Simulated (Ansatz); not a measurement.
`O=C=NB(F)Cl` + H₂S → `FB(S)Cl` + `N=C=O` at 298.15 K and 1 bar (ligand exchange at a B–N bond).

Isolated molecules relaxed with PBE0-D4/def2-TZVP in Ansatz; ΔE leaves out vibrations. CBS: MP2 limit from def2 TZ/QZ plus the TZ coupled-cluster correction, frozen cores. This one scheme is used for every species. Each species was taken in one conformer, which may not be the lowest.

```json
{"species": "`O=C=NB(F)Cl`", "CCSD(T)/CBS energy (Eh)": "-752.42964", "H − E (kJ/mol)": "76.1", "S (J/(mol·K))": "332.3"}
{"species": "H₂S", "CCSD(T)/CBS energy (Eh)": "-398.97279", "H − E (kJ/mol)": "49.9", "S (J/(mol·K))": "205.7"}
{"species": "`FB(S)Cl`", "CCSD(T)/CBS energy (Eh)": "-982.86970", "H − E (kJ/mol)": "61.7", "S (J/(mol·K))": "299.6"}
{"species": "`N=C=O`", "CCSD(T)/CBS energy (Eh)": "-168.51995", "H − E (kJ/mol)": "67.5", "S (J/(mol·K))": "238.3"}
```

H − E and S are ideal-gas, rigid-rotor, harmonic terms from PBE0-D4/def2-TZVP, for one conformer and one mirror image of each species. 1 Eh = 2625.50 kJ/mol, R = 8.31446 J/(mol·K).

By hand: ΔE, ΔH, ΔS and ΔG.

ΔE = (-982.86970) + (-168.51995) − (-752.42964) − (-398.97279) = 0.01278 Eh = 33.6 kJ/mol. Δ(H − E) = 61.7 + 67.5 − 76.1 − 49.9 = 3.2, so ΔH = 36.8 kJ/mol. ΔS = 299.6 + 238.3 − 332.3 − 205.7 = -0.1 J/(mol·K). ΔG = 36.8 − 298.15 × (-0.1)/1000 = 36.8 kJ/mol.

By hand: the equilibrium constant, and the temperature at which ΔG would vanish if ΔH and ΔS stayed fixed.

log₁₀ K = −ΔG/(RT ln 10) = -6.4. ΔH and −TΔS have one sign here, so there is no such temperature.

The number of gas molecules stays the same, so ΔS is small and ΔH decides. A doubt of 5 kJ/mol in ΔE shifts log₁₀ K by 0.9 here. Other conformers and mirror images would add mixing entropy, several J/(mol·K) or more a flexible species. These are equilibria of isolated gas molecules and say nothing of rates. Largest T1 diagnostic: 0.018 (customary marks: 0.02 for closed shells, 0.045 for open ones).

ΔS is within the doubt of such terms, so its sign, and with it that verdict, could turn.
